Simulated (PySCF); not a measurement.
PySCF 2.14 output of a UHF calculation on a single atom or ion in aug-cc-pCVTZ-DK with one added diffuse shell each of s, p, d, f type (8s7p5d3f, 75 functions), with the spin-free X2C one-electron Hamiltonian (Gaussian nucleus):

```
SCF conv_tol = 1e-09
number electrons alpha = 6  beta = 4
cycle= 1 E= -126.714120452673  delta_E= -6.08e-05  |g|= 0.00188  |ddm|= 0.00681
cycle= 2 E= -126.714121725918  delta_E= -1.27e-06  |g|= 0.000297  |ddm|= 0.00101
cycle= 3 E= -126.714121760937  delta_E= -3.5e-08  |g|= 1.82e-05  |ddm|= 0.000226
cycle= 4 E= -126.714121761143  delta_E= -2.06e-10  |g|= 5.45e-06  |ddm|= 3.27e-05
converged SCF energy = -126.714121761143  <S^2> = 2.0052673  2S+1 = 3.0035095
```

The run itself started from symmetry-adapted Hartree-Fock orbitals and held the occupation by maximum overlap, so the iterations belong to that start.

**Question.** Which element, charge and spin multiplicity is this?

**Answer.** Ne (neon, neutral), multiplicity 3; the state was [He] 2s1 2p6 3d1, high-spin 3D determinant (an excited configuration).

The outer electron is Rydberg-like, and this basis confines it to a smaller radius and binds it less than a complete one would. At UHF the highest occupied level has a positive energy, so only the finite basis holds that electron; for this excited configuration the basis is too tight for the outer shell.
